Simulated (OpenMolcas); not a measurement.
**SnF at 1.988 Å: OpenMolcas input and output**

Input (each module block was a call of its own in one work directory; start orbitals came from a preliminary run):

```
&GATEWAY
Coord
2
angstrom
Sn 0.0 0.0 0.0
F 0.0 0.0 1.9880
Basis=ANO-RCC-VTZP
Group=XY
RX2C
AMFI
ANGMom
0.0 0.0 0.0
RICD
&SEWARD
&GUESSORB
&RASSCF
FileOrb=$CurrDir/o22.orb
Symmetry=2
Spin=2
nActEl=9 0 0
Inactive=15 10
RAS2=3 4
CIRoot=8 8 1
Linear
Iterations=120 100
OrbListing=Nothing
PRWF=0.15
>>COPY $Project.RasOrb $CurrDir/o22.orb
>>COPY $Project.rasscf.h5 $CurrDir/r22.h5
&CASPT2
XMultistate=all
Imaginary=0.2
IPEA=0.25
MaxIter=40
>>COPY $Project.JobMix JOB001
```

```bash
pymolcas m.inp
```

RASSCF and CASPT2 output of these blocks, in excerpt:

```
++    Wave function specifications:
      Number of closed shell electrons          50
      Number of electrons in active shells       9
      Number of inactive orbitals               25
      Number of active orbitals                  7
      Number of secondary orbitals              66
      Spin quantum number                      0.5
      State symmetry                             2
++    Orbital specifications:
      Symmetry species                           1   2
                                                 a   b
      Frozen orbitals                            0   0
      Inactive orbitals                         15  10
      Active orbitals                            3   4
      RAS2 orbitals                              3   4
      Secondary orbitals                        34  32
      Number of basis functions                 52  46
      printout of CI-coefficients larger than  0.15 for root  1
      energy=   -6273.336518
      conf/sym  111 2222     Coeff  Weight
            55  ud2 220u   0.28228 0.07968
            61  022 22u0  -0.17101 0.02925
            63  022 220u  -0.89492 0.80088
           142  022 u2du   0.21457 0.04604
      printout of CI-coefficients larger than  0.15 for root  2
      energy=   -6273.336518
      conf/sym  111 2222     Coeff  Weight
            53  ud2 22u0   0.28228 0.07968
            61  022 22u0  -0.89492 0.80088
            63  022 220u   0.17101 0.02925
            66  022 2uud  -0.17355 0.03012
      printout of CI-coefficients larger than  0.15 for root  3
      energy=   -6273.143297
      conf/sym  111 2222     Coeff  Weight
            64  022 2udu  -0.88837 0.78920
            66  022 2uud   0.22888 0.05239
           141  022 u220   0.27153 0.07373
      printout of CI-coefficients larger than  0.15 for root  4
      energy=   -6273.143297
      conf/sym  111 2222     Coeff  Weight
            64  022 2udu  -0.16662 0.02776
            67  022 2u02   0.27153 0.07373
           142  022 u2du   0.64240 0.41268
           144  022 u2ud  -0.65491 0.42891
      printout of CI-coefficients larger than  0.15 for root  5
      energy=   -6273.118952
      conf/sym  111 2222     Coeff  Weight
            62  022 2u20   0.23153 0.05361
            64  022 2udu  -0.30971 0.09592
            66  022 2uud  -0.53643 0.28776
            67  022 2u02  -0.23153 0.05361
           141  022 u220  -0.43799 0.19184
           142  022 u2du  -0.16372 0.02680
           144  022 u2ud  -0.28356 0.08041
           146  022 u202   0.43799 0.19184
      printout of CI-coefficients larger than  0.15 for root  6
      energy=   -6273.118952
      conf/sym  111 2222     Coeff  Weight
            62  022 2u20  -0.43799 0.19184
            64  022 2udu  -0.16372 0.02680
            66  022 2uud  -0.28356 0.08041
            67  022 2u02   0.43799 0.19184
           141  022 u220  -0.23153 0.05361
           142  022 u2du   0.30971 0.09592
           144  022 u2ud   0.53643 0.28776
           146  022 u202   0.23153 0.05361
      printout of CI-coefficients larger than  0.15 for root  7
      energy=   -6273.109078
      conf/sym  111 2222     Coeff  Weight
            55  ud2 220u   0.17311 0.02997
            62  022 2u20  -0.59739 0.35688
            67  022 2u02   0.29815 0.08889
           142  022 u2du  -0.55666 0.30987
           144  022 u2ud  -0.40983 0.16796
      printout of CI-coefficients larger than  0.15 for root  8
      energy=   -6273.109078
      conf/sym  111 2222     Coeff  Weight
            53  ud2 22u0   0.17311 0.02997
            66  022 2uud   0.68699 0.47196
           141  022 u220  -0.29815 0.08889
           146  022 u202   0.59739 0.35688
      Natural orbitals and occupation numbers for root  1
      sym 1:   0.046961   1.952252   1.980027
      sym 2:   1.979332   1.992433   0.041796   1.007199
      Natural orbitals and occupation numbers for root  2
      sym 1:   0.046961   1.952252   1.980027
      sym 2:   1.992433   1.979332   1.007199   0.041796
      Natural orbitals and occupation numbers for root  3
      sym 1:   0.030160   1.975313   1.991019
      sym 2:   1.916026   1.162954   1.072484   0.852043
      Natural orbitals and occupation numbers for root  4
      sym 1:   0.030160   1.975313   1.991019
      sym 2:   1.162954   1.916026   0.852043   1.072484
      Natural orbitals and occupation numbers for root  5
      sym 1:   0.014265   1.988183   1.997593
      sym 2:   1.499890   1.499890   1.000089   1.000089
      Natural orbitals and occupation numbers for root  6
      sym 1:   0.014265   1.988183   1.997593
      sym 2:   1.499890   1.499890   1.000089   1.000089
      Natural orbitals and occupation numbers for root  7
      sym 1:   0.050938   1.954955   1.985722
      sym 2:   1.549117   1.543110   1.193004   0.723154
      Natural orbitals and occupation numbers for root  8
      sym 1:   0.050938   1.954955   1.985722
      sym 2:   1.543110   1.549117   0.723154   1.193004
      RASSCF energy for state  8                  -6273.10907795
::    RASSCF root number  1 Total energy:  -6273.33651822
::    RASSCF root number  2 Total energy:  -6273.33651822
::    RASSCF root number  3 Total energy:  -6273.14329701
::    RASSCF root number  4 Total energy:  -6273.14329701
::    RASSCF root number  5 Total energy:  -6273.11895226
::    RASSCF root number  6 Total energy:  -6273.11895226
::    RASSCF root number  7 Total energy:  -6273.10907795
::    RASSCF root number  8 Total energy:  -6273.10907795
      Von Neumann Entropy (Root   1) =  0.81074
++    Wave function specifications:
      Number of closed shell electrons          12
      Number of electrons in active shells       9
      Number of inactive orbitals                6
      Number of active orbitals                  7
      Number of secondary orbitals              66
      Spin quantum number                      0.5
      State symmetry                             2
      Number of CSFs                           248
      Number of CASSCF root(s) available         8
      CASPT2 state passed to geometry opt.       8
      A file JOBMIX will be created
      This is a MULTI-STATE CASSCF reference
      Number of CI roots used                    8
      These are:                                 1   2   3   4   5   6   7   8
      Off-diagonal elements of Heff are computed
  FINAL CASPT2 RESULT:
      Reference energy:       -6273.3365182187
      E2 (Non-variational):      -0.7389671808
      Shift correction:          -0.0040733238
      E2 (Variational):          -0.7430405046
      Total energy:           -6274.0795587233
      Reference weight:           0.85375
  FINAL CASPT2 RESULT:
      Reference energy:       -6273.3365182187
      E2 (Non-variational):      -0.7389671809
      Shift correction:          -0.0040733239
      E2 (Variational):          -0.7430405047
      Total energy:           -6274.0795587234
      Reference weight:           0.85375
  FINAL CASPT2 RESULT:
      Reference energy:       -6273.1432970131
      E2 (Non-variational):      -0.6906945327
      Shift correction:          -0.0019738173
      E2 (Variational):          -0.6926683500
      Total energy:           -6273.8359653631
      Reference weight:           0.87777
  FINAL CASPT2 RESULT:
      Reference energy:       -6273.1432970131
      E2 (Non-variational):      -0.6906945328
      Shift correction:          -0.0019738173
      E2 (Variational):          -0.6926683501
      Total energy:           -6273.8359653632
      Reference weight:           0.87777
  FINAL CASPT2 RESULT:
      Reference energy:       -6273.1189522618
      E2 (Non-variational):      -0.6919841182
      Shift correction:          -0.0019952916
      E2 (Variational):          -0.6939794098
      Total energy:           -6273.8129316716
      Reference weight:           0.87729
  FINAL CASPT2 RESULT:
      Reference energy:       -6273.1189522618
      E2 (Non-variational):      -0.6919841182
      Shift correction:          -0.0019952916
      E2 (Variational):          -0.6939794098
      Total energy:           -6273.8129316716
      Reference weight:           0.87729
  FINAL CASPT2 RESULT:
      Reference energy:       -6273.1090779533
      E2 (Non-variational):      -0.6934871311
      Shift correction:          -0.0022493150
      E2 (Variational):          -0.6957364462
      Total energy:           -6273.8048143994
      Reference weight:           0.87549
  FINAL CASPT2 RESULT:
      Reference energy:       -6273.1090779533
      E2 (Non-variational):      -0.6934871312
      Shift correction:          -0.0022493150
      E2 (Variational):          -0.6957364462
      Total energy:           -6273.8048143995
      Reference weight:           0.87549
       Total XMS-CASPT2 energies:
::    XMS-CASPT2 Root  1     Total energy:  -6274.07727110
::    XMS-CASPT2 Root  2     Total energy:  -6274.07727110
::    XMS-CASPT2 Root  3     Total energy:  -6273.83720105
::    XMS-CASPT2 Root  4     Total energy:  -6273.83720105
::    XMS-CASPT2 Root  5     Total energy:  -6273.81293543
::    XMS-CASPT2 Root  6     Total energy:  -6273.81293543
::    XMS-CASPT2 Root  7     Total energy:  -6273.80586257
::    XMS-CASPT2 Root  8     Total energy:  -6273.80586257
```

Only roots inside an energy window near the equilibrium distance were included, so the list of states is not complete; labels number the states computed. Each spin and symmetry block has orbitals of its own, averaged over its own roots, so gaps between blocks are less sure than gaps within one and near the minimum can be off by tenths of an eV, in bad cases by more. No Rydberg orbitals are active, so Rydberg states, and σ→σ* states whose orbital the CASSCF left unused, can be missing between those listed. CASPT2 splits the two components of degenerate states numerically, here by up to 112 cm⁻¹. The CASPT2 reference weights are uneven, so some states carry less reliable energies.
